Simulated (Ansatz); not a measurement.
`C[CH](C)[Al]([CH3])[Br]`, charge 0, multiplicity 1.

Task: Give a relaxed structure at PBE0-D4/def2-TZVP (Ansatz). (Estimate.)

Result: The calculation gave: 
Z-matrix (Å, degrees):
```
C
C 1 1.524
H 1 1.092 2 112.3
H 1 1.094 2 111.4 3 119.8
H 1 1.097 2 111.1 3 -120.7
C 2 1.532 1 111.4 3 176.9
Al 2 1.963 1 115.2 3 -57.0
H 2 1.101 1 108.2 3 59.4
H 6 1.095 2 111.5 1 61.2
H 6 1.094 2 112.6 1 -177.9
H 6 1.096 2 111.1 1 -57.6
C 7 1.944 2 124.9 1 -180.0
Br 7 2.277 2 118.4 1 -0.9
H 12 1.094 7 110.8 2 -127.7
H 12 1.093 7 112.5 2 -6.3
H 12 1.095 7 110.5 2 114.4
```
This is one stationary point; other conformers may exist.
